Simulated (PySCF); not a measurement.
Si(Cl)2(OH)(NH2) (Cl2H3NOSi), SMILES N[Si](O)(Cl)Cl. Coordinates come from a PBE0-D3(BJ)/def2-SVP optimisation. This is a generated structure with no PubChem entry under its InChIKey; it may be hypothetical. The values are those of a single conformer.

Computed equilibrium geometry at PBE0-D3(BJ)/def2-SVP (PySCF confirms it by a frequency run) as a Z-matrix (one conformer of several):
```
Si
O 1 1.6420
H 2 0.9623 1 116.04
N 1 1.6890 2 108.20 3 155.07
H 4 1.0117 1 121.44 2 154.82
H 4 1.0126 5 113.45 1 -158.90
Cl 1 2.0539 2 113.27 3 -86.06
Cl 1 2.0726 2 106.61 3 29.89
```
Charge 0, spin multiplicity 1.
